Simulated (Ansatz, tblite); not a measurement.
Cost and result up the ladder for Si(vinyl)3(NMe2) (C₈H₁₅NSi) (25 atoms). Charge 0, multiplicity 1. Geometry: PBE-D4/def2-SVP.

```
atom    x (Å)    y (Å)    z (Å)
 Si1  -0.1342  -0.2313  -0.3425
  C2   1.1582  -1.5901  -0.5271
  C3   2.4781  -1.3867  -0.3400
  H4   0.8262  -2.5912  -0.8632
  H5   2.8609  -0.4019  -0.0177
  H6   3.2297  -2.1800  -0.4995
  C7  -1.6945  -0.9605   0.4226
  C8  -1.7597  -2.1669   1.0245
  H9  -2.6026  -0.3259   0.4487
 H10  -0.8910  -2.8495   1.0494
 H11  -2.6749  -2.5348   1.5217
 C12  -0.5395   0.4872  -2.0327
 C13  -1.7188   0.3147  -2.6639
 H14   0.2615   1.0339  -2.5671
 H15  -2.5523  -0.2377  -2.1951
 H16  -1.9094   0.7072  -3.6785
 N17   0.5540   1.0568   0.6422
 C18   0.2699   2.4594   0.4144
 C19   0.9706   0.7669   2.0024
 H20  -0.5252   2.8590   1.0938
 H21  -0.0691   2.6296  -0.6265
 H22   1.1792   3.0848   0.5821
 H23   1.1800  -0.3143   2.1274
 H24   1.9040   1.3200   2.2633
 H25   0.1990   1.0512   2.7613
```

Ansatz on 2 threads of AMD EPYC 7R13 on a shared host and a share (18 GiB) of an NVIDIA H100 80GB HBM3; xTB runs through tblite on one thread. Times are rough, summed over both states, and most runs start from the orbitals of an earlier one. PBE0-D4/def2-TZVP serves as the yardstick here, not as an exact answer. The other state is a doublet.

The xTB rows come from tblite. B3LYP takes the VWN-RPA correlation. Single mean-field runs in def2-TZVP are fitted with def2-universal-jkfit.

Raw xTB energies of ions are shifted by several eV.

```
                           level  functions  wall time  vertical IE (eV)  difference from PBE0-D4/def2-TZVP (eV)
                        GFN1-xTB         75    0.053 s             13.05                                    5.24
                        GFN2-xTB         60    0.056 s             12.14                                    4.33
                PBE-D4/def2-TZVP        406       10 s              7.65                                   -0.15
               PBE0-D4/def2-TZVP        406       11 s              7.81                                    0.00
B3LYP-D4/def2-TZVP (with forces)        406       12 s              7.89                                    0.09
```
